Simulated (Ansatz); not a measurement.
Worked example: NaBr + C5H7N → CH3Na + C4H4BrN

Gas-phase species: NaBr, singlet; C5H7N (2-methyl-1H-pyrrole) `Cc1ccc[nH]1`, singlet; CH3Na `[CH3][Na]`, singlet; C4H4BrN `Brc1ccc[nH]1`, singlet. The partners trade Br for CH3: Na–Br and C–CH3 bonds give way to Na–CH3 and C–Br.

Shapes, held fixed at every level: PBE0-D4/def2-TZVP. Programs: Ansatz 0.2.0. The zero-point and thermal change to 298 K, harmonic and unscaled (PBE0-D4/def2-TZVP), is -12.6 kJ/mol.

At CCSD(T)/def2-TZVPP; 1 Eh = 2625.50 kJ/mol:

| species | energy (Eh) |
| --- | --- |
| NaBr | -2734.820623 |
| C5H7N | -249.042431 |
| CH3Na | -201.835698 |
| C4H4BrN | -2781.903937 |

Task: Work out ΔH(298 K) of the reaction at this level.

Result: 
1. Products less reactants: (-201.835698) + (-2781.903937) − [(-2734.820623) + (-249.042431)] = 0.123419 Eh = +324.0 kJ/mol.
2. With the thermal change: +324.0 + (-12.6) = +311.4 kJ/mol.

Other levels give +307.0 (B3LYP-D4/def2-TZVPP) to +383.6 kJ/mol (HF/def2-SVP). No measured value is set beside it here. Relativity is left out for Br. Outer-core shells of Br, Na are correlated, in sets that cover them unevenly. The median of the other correlated levels is +327.7 kJ/mol.
